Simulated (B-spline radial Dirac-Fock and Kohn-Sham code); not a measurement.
## Zr 4p3/2: cross section and angular parameters

System: the Zr atom in the configuration [Kr] 4d2 5s2; threshold 36.04 eV (orbital energy of the model). These are calculated numbers from a radial B-spline solver; the model is Dirac-Hartree-Slater photoionisation with a Latter tail; cross sections with all multipoles, angular parameters from the dipole term and its interference with E2.

```
hν (eV)  σ (kb)       β       γ       δ
   56.6     988   1.370   0.192  -0.026
     60     788   1.107   0.291  -0.036
   65.2       ?       ?       ?       ?
     80     358  -0.088   0.230  -0.032
   80.9     351  -0.112   0.214  -0.030
    190     200   0.980   0.142   0.020
    245     160   1.244   0.179   0.010
    249     157   1.258   0.179   0.010
    268     145   1.316   0.176   0.008
    278     140   1.343   0.173   0.007
    311     123   1.416   0.156   0.004
    393    91.4   1.530   0.102   0.001
    666    41.5   1.664  -0.013   0.000
    800    30.5   1.682  -0.025   0.001
   1010    20.0   1.688  -0.011   0.002
   1080    17.7   1.687   0.000   0.002
 1486.9    9.37   1.666   0.094   0.005
   1640    7.63   1.655   0.136   0.006
   1770    6.48   1.645   0.173   0.007
   2390    3.29   1.592   0.349   0.012
   2640    2.60   1.571   0.417   0.014
   4000   0.921   1.461   0.741   0.030
   4430   0.704   1.429   0.828   0.036
 5414.7   0.409   1.361   1.001   0.049
   7400   0.169   1.241   1.274   0.079
   7610   0.156   1.230   1.298   0.082
 9251.7  0.0877   1.147   1.466   0.107
  10300  0.0634   1.099   1.555   0.123
  11600  0.0440   1.045   1.650   0.143
  15000  0.0196   0.923   1.839   0.194
```

Question: Give the values at 65.2 eV.

Answer: σ = 591 kb, β = 0.706, γ = 0.375, δ = -0.046.
